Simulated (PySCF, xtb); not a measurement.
B(CCH)(Cl)(Me) (C₃H₄BCl), SMILES ClB(C)C#C.

Harmonic wavenumbers (cm⁻¹) from GFN2-xTB (xtb 6.7.1) at its own minimum, in rising order: 42, 122, 185, 261, 413, 427, 550, 672, 691, 824, 829, 1001, 1142, 1384, 1472, 1479, 2199, 3001, 3032, 3047, 3363.

Question: What does PBE-D3(BJ)/def2-SVP (PySCF) give at its own minimum? (Estimate from the structure and the level; the computed values follow.)

Answer: 39, 140, 202, 279, 446, 462, 568, 648, 737, 791, 801, 1033, 1134, 1271, 1366, 1381, 2104, 2962, 3040, 3095, 3393. Paired by order, the mean absolute difference is 41 cm⁻¹ and the zero-point energies are 37.4 and 37.0 kcal/mol.
